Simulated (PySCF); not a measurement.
An excited-state job on `CC[O][Ge@H]([Cl])[GeH3]`.

Computed with TDDFT CAM-B3LYP/def2-SVPD, vertical, gas phase, core orbitals frozen in the response (PySCF 2.14.0, density-fitted response routines). Geometry: GFN2-xTB. The input is one job of a driver script: a line of settings, then coordinates in Å.

Command:
```bash
OMP_NUM_THREADS=1 python probes_run.py task.json out
```

Input:
```
{"job": {"kind": "uv", "xc": "CAM-B3LYP", "basis": "def2-SVPD", "nstates": 8, "ntriplets": 3}, "charge": 0, "multiplicity": 1}
C     -2.136671     0.069045     0.546055
C     -0.817678     0.017541     1.302089
O      0.066041     1.047210     0.918232
Ge     1.062936     1.108593    -0.535203
Cl    -0.124474     1.856944    -2.126211
Ge     2.001489    -1.058036    -1.062218
H     -2.599697     1.043303     0.680941
H     -2.807711    -0.701940     0.915858
H     -1.961873    -0.087935    -0.517311
H     -0.346475    -0.966347     1.152052
H     -0.992250     0.153608     2.375259
H      1.963061     2.252679    -0.095114
H      3.415842    -0.966062    -1.545919
H      1.234007    -1.764617    -2.140810
H      2.039038    -1.995995     0.110388
```

Problem. Estimate the output.

Solution. 
```
coarse grid: 58936 points
cycle   1  E = -4770.3851620325  dE = -6.921e-01  |g| = 9.058e-01  |ddm| = 5.053e+00
cycle   2  E = -4770.2470508761  dE =  1.381e-01  |g| = 1.280e+00  |ddm| = 2.830e+00
cycle   3  E = -4770.5229427896  dE = -2.759e-01  |g| = 1.561e-01  |ddm| = 1.544e+00
cycle   4  E = -4770.5272859045  dE = -4.343e-03  |g| = 4.296e-02  |ddm| = 2.155e-01
cycle   5  E = -4770.5276037914  dE = -3.179e-04  |g| = 6.569e-03  |ddm| = 6.161e-02
cycle   6  E = -4770.5276127343  dE = -8.943e-06  |g| = 2.334e-03  |ddm| = 1.372e-02
final grid: 119800 points
cycle   7  E = -4770.5275295377  dE = -5.863e-07  |g| = 2.114e-03  |ddm| = 7.639e-03
cycle   8  E = -4770.5275296408  dE = -1.030e-07  |g| = 2.058e-03  |ddm| = 5.086e-03
cycle   9  E = -4770.5275302629  dE = -6.221e-07  |g| = 9.924e-05  |ddm| = 2.438e-03
cycle  10  E = -4770.5275302654  dE = -2.480e-09  |g| = 4.116e-05  |ddm| = 1.893e-04
cycle  11  E = -4770.5275302660  dE = -6.175e-10  |g| = 2.299e-05  |ddm| = 1.087e-04
converged SCF energy = -4770.5275302660

Static polarisability (au): isotropic 104.114, principal 93.301 103.797 115.244

Singlet excitations
state   eV       nm        f      main configurations
  1   6.5692    188.7   0.09492   H->L 0.63, H->L+2 0.20
  2   6.6669    186.0   0.02434   H->L+1 0.90
  3   6.9027    179.6   0.00151   H-1->L 0.45, H-1->L+1 0.36, H-1->L+2 0.10
  4   6.9777    177.7   0.04114   H-1->L+1 0.46, H-1->L 0.22, H->L 0.13
  5   7.2565    170.9   0.01768   H-2->L 0.68, H-2->L+2 0.09
  6   7.3471    168.8   0.29463   H->L+2 0.60, H->L 0.15
  7   7.5364    164.5   0.00448   H->L+3 0.31, H-2->L+1 0.29, H-1->L+2 0.21
  8   7.5666    163.9   0.02849   H-1->L+2 0.32, H-1->L+3 0.21, H->L+3 0.21

Triplet excitations (Tamm-Dancoff, eV): 5.8572 6.0904 6.4732
```

The SCF starts on a coarse grid where the log names one; the energy can jump when the final grid takes over, and dE then counts from the start density on the new grid. H and L stand for HOMO and LUMO; the number after each pair is its weight.

Problem. How does the lowest singlet excitation compare with the HOMO–LUMO gap?

Solution. HOMO -9.36 eV and LUMO 0.24 eV give a gap of 9.60 eV; S1 at 6.57 eV lies 3.03 eV below it.

Problem. Give S1 in cm⁻¹ and kJ/mol.

Solution. 6.5692 eV × 8065.54 = 52984 cm⁻¹; × 96.485 = 633.8 kJ/mol.

Summary of the converged run: HOMO -9.36 eV, LUMO 0.24 eV; lowest singlet 6.57 eV; lowest triplet 5.86 eV (Tamm–Dancoff); mean polarisability 104.1 au.

 GFN2-xTB frequencies show an imaginary mode (37i cm⁻¹), so this geometry is no minimum at that level. The CAM-B3LYP/def2-SVPD calculation is non-relativistic and has no spin–orbit coupling, an omission that weighs most on germanium.

The run took 86 s wall on Arm Neoverse V2, one thread, no GPU, shared host, and the process peaked at 1.2 GiB of memory.

One conformer stands for the species.
Labels such as C1 count atoms from 1, the log's own numbers from 0.
